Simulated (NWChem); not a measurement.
# Correlation energy of selenium dioxide (O2Se)

SMILES: O=[Se]=O
```xyz
3

O      1.3523     0.0000    -0.5852
Se     0.0000     0.0000     0.2754
O     -1.3523     0.0000    -0.5852
```
Charge 0, spin multiplicity 1.

The numbers come from NWChem runs, not from measurements. The geometry was optimised at PBE0/def2-SVP, a minimum by its harmonic frequencies.

Basis set: def2-SVP. Each correlation energy counts from its own Hartree-Fock reference.

The Hamiltonian is non-relativistic. The correlated methods keep 11 core orbitals frozen. Coupled-cluster values serve here as a point of comparison, not as the truth.

One of these methods gave a correlation energy of -647.0 mHa. Which?
A. CR-CCSD(T)
B. CCSD+T(CCSD)
C. CCSD
D. CR-CCSD[T]

A, CR-CCSD(T). The others give -650.3 (CR-CCSD[T]), -626.8 (CCSD), -659.3 (CCSD+T(CCSD)).
